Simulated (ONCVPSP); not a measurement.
Be (Z = 4): ONCV pseudisation with LDA (Perdew-Wang 92), scalar-relativistic reference atom.

beryllium, optimised norm-conserving Vanderbilt (ONCV), made with ONCVPSP 4.0.1 (LDA (Perdew-Wang 92), scalar-relativistic). Core [He], reference 2s1 (charge +1). Waves: 2s: rc 1.60 bohr, ncon 4, nbas 8, qcut 4.6 1/bohr, 3 projectors, debl 1.8 Ha; p scattering state at 0.42 Ha: rc 1.40 bohr, ncon 3, nbas 7, qcut 6.6 1/bohr, 1 projector. Local part: polynomial inside 1.10 bohr (lpopt 5, dvloc0 4 Ha). Core correction: polynomial model core, fcfact 0.25.

In the p channel the program set the typed energies aside and used 0.050 Ha.

All-electron outer shells of the reference configuration (LDA (PZ), scalar-relativistic, ld1.x):

| shell | level (eV) | outermost node (bohr) | outermost maximum (bohr) |
| --- | --- | --- | --- |
| 1s | -116.41 | – | 0.27 |
| 2s | -13.65 | 0.59 | 1.89 |

Q: Does the generator finish with these settings?

A: Yes, a potential is produced and its reference levels are reproduced.

Q: Estimate the cutoffs (Ha) at which the residual kinetic energy of the hardest occupied pseudo-wave falls to 1 and 0.1 mHa per electron.

A: 7.1 Ha and 9.5 Ha. The cutoffs count occupied waves only; projector 3 of the s channel, the hardest unoccupied one, needs 30 Ha at the loose tolerance.

Q: What does a ghost test show?

A: Ghosts flagged at negative energy: s at -64.6 eV; no localised positive-energy state flagged. A true bound ghost makes a file unfit for plane-wave use.

Q: Tests: 2s2; 2s1.5; 2s1 2p1; 2s0 2p2. Which has the largest error in its energy relative to the reference configuration, and how large is it?

A: 2s0 2p2, with -8.2 meV (all-electron minus pseudo) on -2.44 eV.
